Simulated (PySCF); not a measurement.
Compound: C₄H₈FN₂PSi.
Atom-mapped SMILES: `[CH3:1][SiH:2]([CH3:3])[n:4]1[cH:5][p:6][c:7]([F:8])[n:9]1` (hydrogens: H10, H11, H12 on C1; H13 on Si2; H14, H15, H16 on C3; H17 on C5)

The same species was optimised twice, with GFN2-xTB and with PBE0-D3(BJ)/def2-SVP (PySCF), and the same property calculations (PySCF, gas phase) were run on both structures.

```json
{"coordinate": "C1–Si2 (Å)", "GFN2-xTB": "1.894", "PBE0-D3(BJ)/def2-SVP": "1.862", "change": "-0.032"}
{"coordinate": "Si2–C3 (Å)", "GFN2-xTB": "1.894", "PBE0-D3(BJ)/def2-SVP": "1.862", "change": "-0.032"}
{"coordinate": "Si2–N4 (Å)", "GFN2-xTB": "1.784", "PBE0-D3(BJ)/def2-SVP": "1.811", "change": "+0.027"}
{"coordinate": "N4–N9 (Å)", "GFN2-xTB": "1.328", "PBE0-D3(BJ)/def2-SVP": "1.342", "change": "+0.014"}
{"coordinate": "C7–F8 (Å)", "GFN2-xTB": "1.332", "PBE0-D3(BJ)/def2-SVP": "1.320", "change": "-0.012"}
{"coordinate": "C5–P6 (Å)", "GFN2-xTB": "1.719", "PBE0-D3(BJ)/def2-SVP": "1.731", "change": "+0.012"}
{"coordinate": "P6–C7 (Å)", "GFN2-xTB": "1.771", "PBE0-D3(BJ)/def2-SVP": "1.782", "change": "+0.011"}
{"coordinate": "N4–C5 (Å)", "GFN2-xTB": "1.344", "PBE0-D3(BJ)/def2-SVP": "1.349", "change": "+0.005"}
{"coordinate": "C7–N9 (Å)", "GFN2-xTB": "1.301", "PBE0-D3(BJ)/def2-SVP": "1.303", "change": "+0.002"}
{"coordinate": "C1–Si2–N4 (°)", "GFN2-xTB": "105.9", "PBE0-D3(BJ)/def2-SVP": "107.6", "change": "+1.7"}
{"coordinate": "C3–Si2–N4 (°)", "GFN2-xTB": "105.9", "PBE0-D3(BJ)/def2-SVP": "107.3", "change": "+1.4"}
{"coordinate": "N4–N9–C7 (°)", "GFN2-xTB": "110.1", "PBE0-D3(BJ)/def2-SVP": "109.0", "change": "-1.1"}
{"coordinate": "Si2–N4–C5 (°)", "GFN2-xTB": "130.3", "PBE0-D3(BJ)/def2-SVP": "129.3", "change": "-1.0"}
{"coordinate": "F8–C7–N9 (°)", "GFN2-xTB": "118.9", "PBE0-D3(BJ)/def2-SVP": "118.0", "change": "-0.9"}
{"coordinate": "C5–N4–N9 (°)", "GFN2-xTB": "114.9", "PBE0-D3(BJ)/def2-SVP": "115.7", "change": "+0.8"}
{"coordinate": "P6–C7–N9 (°)", "GFN2-xTB": "116.9", "PBE0-D3(BJ)/def2-SVP": "117.7", "change": "+0.8"}
{"coordinate": "N4–C5–P6 (°)", "GFN2-xTB": "114.1", "PBE0-D3(BJ)/def2-SVP": "113.6", "change": "-0.5"}
{"coordinate": "C1–Si2–N4–C5 (°)", "GFN2-xTB": "119", "PBE0-D3(BJ)/def2-SVP": "119", "change": "0"}
```

Rotational constants: A = 2113, B = 713.6, C = 647.6 MHz (GFN2-xTB) against A = 2144, B = 701.4, C = 635.4 MHz (PBE0-D3(BJ)/def2-SVP). Atoms that the bonding makes alike are paired by their places after alignment.

On the GFN2-xTB structure: HOMO (eV) -7.05 [PBE0/pcSseg-1]; LUMO (eV) -0.74 [PBE0/pcSseg-1]; dipole (D) 4.14 [PBE0/pcSseg-1]; GIAO shielding of C1/C3 (mean) (ppm) 187.8 [PBE0/pcSseg-1]; GIAO shielding of Si2 (ppm) 342.9 [PBE0/pcSseg-1]; GIAO shielding of N4 (ppm) 28.4 [PBE0/pcSseg-1]; GIAO shielding of C5 (ppm) 15.6 [PBE0/pcSseg-1]; GIAO shielding of P6 (ppm) 273.1 [PBE0/pcSseg-1]; GIAO shielding of C7 (ppm) -15.4 [PBE0/pcSseg-1]; GIAO shielding of F8 (ppm) 277.5 [PBE0/pcSseg-1]; GIAO shielding of N9 (ppm) -67.0 [PBE0/pcSseg-1].

Q: What do these properties become on the PBE0-D3(BJ)/def2-SVP structure?

A: 
```csv
property,level,on GFN2-xTB,on PBE0-D3(BJ)/def2-SVP,change
HOMO (eV),PBE0/pcSseg-1,-7.05,-6.99,+0.06
LUMO (eV),PBE0/pcSseg-1,-0.74,-0.76,-0.02
dipole (D),PBE0/pcSseg-1,4.14,4.12,-0.02
"energy, GFN2-xTB geometry as zero (kcal/mol)",PBE0/pcSseg-1,0.0,-1.6,-1.6
GIAO shielding of C1/C3 (mean) (ppm),PBE0/pcSseg-1,187.8,186.4,-1.4
GIAO shielding of Si2 (ppm),PBE0/pcSseg-1,342.9,338.5,-4.4
GIAO shielding of N4 (ppm),PBE0/pcSseg-1,28.4,22.5,-5.9
GIAO shielding of C5 (ppm),PBE0/pcSseg-1,15.6,11.3,-4.3
GIAO shielding of P6 (ppm),PBE0/pcSseg-1,273.1,268.8,-4.3
GIAO shielding of C7 (ppm),PBE0/pcSseg-1,-15.4,-16.4,-1.0
GIAO shielding of F8 (ppm),PBE0/pcSseg-1,277.5,276.5,-1.0
GIAO shielding of N9 (ppm),PBE0/pcSseg-1,-67.0,-67.2,-0.2
```

The heavy atoms differ by 0.038 Å rms after alignment (one structure mirrored). Among bonds between heavy atoms C1–Si2 and Si2–C3 change most and about equally (-0.032 Å). Changes are differences of the printed values. Neither structure is proved a minimum here.

Conformer computed: `[CH3:1][SiH:2]([CH3:3])[n:4]1[cH:5][p:6][c:7]([F:8])[n:9]1`: C1–Si2–N4–C5 119°.
